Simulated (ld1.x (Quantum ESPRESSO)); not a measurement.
**What one change does to a pseudopotential (Fe (Z = 26), PAW)**

ld1.x (Quantum ESPRESSO) 7.5 input, shortened:

```
&input
   title='Fe', zed=26., rel=1, dft='PBE', iswitch=3,
   config='[Ar] 3d6 4s0.5 4p0'
 /
 &inputp
   pseudotype=3, lpaw=.true., tm=.true., lloc=-1, rcloc=1.75,
   nlcc=.true., new_core_ps=.true., rcore=0.50,
   which_augfun='BESSEL', rmatch_augfun=0.55
 /
6
4S  1  0   0.50   0.00  2.35  2.55  0.0
4S  1  0   0.00  -0.25  2.35  2.55  0.0
4P  2  1   0.00   0.00  2.65  3.05  0.0
4P  2  1   0.00   4.50  2.65  3.05  0.0
3D  3  2   6.00   0.00  0.75  0.90  0.0
3D  3  2   0.00   1.45  0.75  0.90  0.0
 &test
   configts(1)='3d6 4s0.5 4p0'
 /
```

Change: all radii but the core radius scaled by about 1.10 (s 2.82, p 3.36, d 1.00 bohr, rcut 2.60/2.92/0.82); local potential all-electron potential smoothed inside 1.92 bohr (lloc = -1); augmentation BESSEL, radius 0.60 bohr.

Cutoffs: the cutoffs (Ry, on a coarse ladder) from which the occupation-weighted sum of valence levels, in a spherical-Bessel basis at the reference potential, stays within 10 and 1 mRy of its value at 400 Ry; they do not see the model core or the augmentation charge, which bear on the density cutoff. Errors are all-electron minus pseudo energies relative to the spin-unpolarised reference configuration.

Problem. What does the change do?

Solution. The potential gets softer (140 Ry and 230 Ry → 110 Ry and 180 Ry); the number of tests with a reliable result goes from 7 to 0 (the test run of the changed file stopped, so its transferability is not established); neither file shows a bound ghost. A larger radius leaves more room for a smooth pseudo-wave, so fewer plane waves are needed.

```csv
quantity,base,changed
"cutoff, loose",140 Ry,110 Ry
"cutoff, tight",230 Ry,180 Ry
loose cutoff by channel (10 mRy a level),"s 6 Ry, d 110 Ry","s 6 Ry, d 90 Ry"
bound ghosts,none,none
tests with a reliable result,7 of 7,0 of 7 (the test run stopped)
lowest overlap eigenvalue by channel,"s 0.33, p 0.35, d 0.99","s 0.32, p 0.36, d 0.99"
```
